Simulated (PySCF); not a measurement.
# Spinor energies of Pt⁶⁰⁺ (platinum, charge +60)

Start: [Ar]. Calculated with PySCF 2.14 in an uncontracted even-tempered set (17 s from 6.5 bohr⁻², ratio 2.6; 14 p from 8.5 bohr⁻², ratio 2.6; 5 d from 8.7 bohr⁻², ratio 2.8; 3 f from 130 bohr⁻², ratio 2.8): generalised Hartree-Fock with the X2C-1e Hamiltonian and a Gaussian nucleus; spin-orbit coupling (SO) screened by Boettger's factors.

| spinor shell | electrons | ε, screened SO (eV) | weight of nominal j (screened SO) | rms radius, screened SO (bohr) |
| --- | --- | --- | --- | --- |
| 1s1/2 | 2 | -83400.2 | 1.000 | 0.0194 |
| 2s1/2 | 2 | -18445.6 | 1.000 | 0.0774 |
| 2p1/2 | 2 | -17878.7 | 1.000 | 0.0655 |
| 2p3/2 | 4 | -16115.3 | 1.000 | 0.0730 |
| 3s1/2 | 2 | -7210.4 | 1.000 | 0.187 |
| 3p1/2 | 2 | -6977.2 | 1.000 | 0.178 |

(1) Where does 3p3/2 lie, and what is the 3p spin-orbit splitting (screened SO)?

```csv
quantity,screened SO
E (hartree),-14583.76186
M_J,0
⟨J²⟩,0.000
⟨L²⟩,0.070
⟨S²⟩,0.070
```

Breit and QED terms are absent; they matter most for the inner s and p1/2 levels.

Densities and radii are taken from the X2C orbitals without a picture-change correction, which distorts them close to the nucleus.

Answers

(1) At -6521.0 eV, 456.22 eV above 3p1/2.
